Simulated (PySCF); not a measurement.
**CH5As: core ionisation energies**

Species: methylarsine, CH5As.
Z-matrix (Å and degrees, PBE0-D3(BJ)/def2-SVP geometry), rows numbered from 1:
```
C 
As  1  1.9727
H   1  1.0993  2  108.56
H   1  1.0994  2  108.55  3   117.30
H   1  1.0973  2  112.91  3  -121.42
H   2  1.5268  1   95.79  3    75.82
H   2  1.5269  1   95.77  3   168.34
```

Computed, not measured: delta-SCF UKS SCAN, pcX-2 on the ionised atom, pcseg-1 elsewhere, spin-free X2C in PySCF 2.14.0. Vertical ΔSCF values, vacuum level as zero.

Problem. Give the core binding energies atom by atom.

Solution. 
```tsv
atom(s)	bonded to	level	binding energy (eV)	count
C1	3 H and As	C 1s	290.61	1
```

Problem. Which photon energy gives electrons from C 1s of C1 a kinetic energy of 50 eV, and what is their de Broglie wavelength?

Solution. hν = 290.61 + 50 = 340.61 eV, recoil neglected; λ = 12.264 Å/√(E/eV) = 1.73 Å.

Problem. Give the binding energy of C 1s of C1 in hartree and in kJ/mol.

Solution. 290.61 eV = 10.6797 Eh = 28040 kJ/mol.

No level of arsenic is listed. Geometry: PBE0-D3(BJ)/def2-SVP; no solvent, vibrations or thermal averaging.
